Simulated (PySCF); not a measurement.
# Bi₂S: from structure and modes to constants

These are results of PySCF, PBE0, basis S def2-TZVP, Bi def2-TZVP with ECP60 (scalar-relativistic core potentials, no spin–orbit coupling, density fitting), not measurements.

The singlet minimum has C2v symmetry. Masses (u): S 31.97207, Bi 208.98038.

```xyz
3
charge 0 multiplicity 1, angstrom
S     0.0000    0.0000   -1.7161
Bi    1.5921    0.0000    0.1314
Bi   -1.5921    0.0000    0.1314
```

Harmonic wavenumbers (cm⁻¹): 109.1 (a1, ×1), 279.7 (b2, ×1), 380.6 (a1, ×1).

Question: Find the principal moments of inertia and the rotational constants. What kind of rotor is it?

Answer: About the centre of mass I = 101.38, 1059.5, 1160.9 u Å². With B = 16.8576/I this gives 0.1663, 0.01591, 0.01452 cm⁻¹. The molecule is an asymmetric top with κ = -0.98.

Question: What is the harmonic zero-point energy?

Answer: Half the sum of all 3 wavenumbers, 769/2 = 385 cm⁻¹, which is 4.6 kJ/mol (1 cm⁻¹ = 0.0119627 kJ/mol).

Question: Find the vibrational entropy and heat capacity at 298.15 K.

Answer: With u = 1.43878 ω/T, each mode gives S = R[u/(eᵘ−1) − ln(1−e⁻ᵘ)] and C = R u² eᵘ/(eᵘ−1)².
| ω (cm⁻¹) | u | S (J/(mol K)) | C (J/(mol K)) |
| --- | --- | --- | --- |
| 109.1 | 0.526 | 13.75 | 8.13 |
| 279.7 | 1.350 | 6.43 | 7.16 |
| 380.6 | 1.837 | 4.34 | 6.32 |
The sums over all modes are S = 24.5 and C = 21.6 J/(mol K); the softest mode gives 56 % of the entropy.

Question: Give the standard entropy (298.15 K, 1 bar) by its translational, rotational, vibrational and spin parts, and Cp.

Answer: Sackur–Tetrode with M = 449.93 u gives 185.0; rotation with symmetry number 2 gives 120.3; vibration 24.5; spin R ln 1 = 0.0. The total is 329.8 J/(mol K), and Cp = 4 R + 21.6 = 54.9 J/(mol K).

Only a few start shapes were tried, so a lower isomer may exist. The small gap makes a closed-shell description doubtful. Spin–orbit coupling, left out here, can matter for elements this heavy.
